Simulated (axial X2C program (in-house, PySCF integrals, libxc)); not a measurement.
## Working with the constants of BeF⁻

A bond curve at the CCSD(T) level, two-component, was computed with an in-house relativistic program for diatomic molecules (basis F dyall-av3z [7s6p3d2f], Be dyall-av3z [9s9p4d2f] (cores contracted in-house)) for the state Ω = 0 (closed shell). Its fit gives Re = 1.4189 Å, ωe = 1051.4 cm⁻¹, ωexe = 11.6 cm⁻¹ and αe = 2.177e-02 cm⁻¹; the masses are 18.9984 and 9.0122 u. Two-component means X2C with spin–orbit coupling and atomic mean-field Coulomb and Gaunt terms.

Correlated methods: 10 electrons correlated (number of frozen shells: F 1 s; Be 1 s), 206 virtual spin orbitals or spinors in MP2, 90 natural virtuals in coupled cluster.

Question: Find the reduced mass, Be and the force constant.

Answer: From the CCSD(T) values: μ = 6.1126 u. Be = 16.8576/(μ Re²) = 1.37 cm⁻¹. k = 5.8918×10⁻⁷ μ ωe² = 3.98 mdyn/Å.

Question: Give B0, the J = 1←0 line in GHz and the most populated J at 300 K (kT = 208.5 cm⁻¹).

Answer: B0 = Be − αe/2 = 1.359 cm⁻¹; 2B0 = 81.48 GHz; J(max) ≈ √(kT/2B0) − 1/2 = 8.3, so J = 8.

Question: Where do the fundamental and the first overtone lie?

Answer: ν(1←0) = ωe − 2ωexe = 1028.2 cm⁻¹; ν(2←0) = 2ωe − 6ωexe = 2033.2 cm⁻¹.

Question: Estimate the centrifugal constant by the Kratzer relation.

Answer: D = 4Be³/ωe² = 9.30e-06 cm⁻¹.

Question: A Morse curve ties αe to the other constants (Pekeris). How well does that hold?

Answer: αe(Morse) = 6Be²/ωe × (√(ωexe/Be) − 1) = 2.045e-02 cm⁻¹; the CCSD(T) curve gives 2.177e-02 cm⁻¹, a ratio of 0.94.

One determinant describes the state; a PBE0 search over occupations chose it and may have missed a lower one. Coupled cluster ran in a truncated set of natural virtual spinors; the MP2 energy of the rest was added. (T) has no such correction and the atoms are truncated less, which lowers De at CCSD(T) by a hundredth of an eV or more.
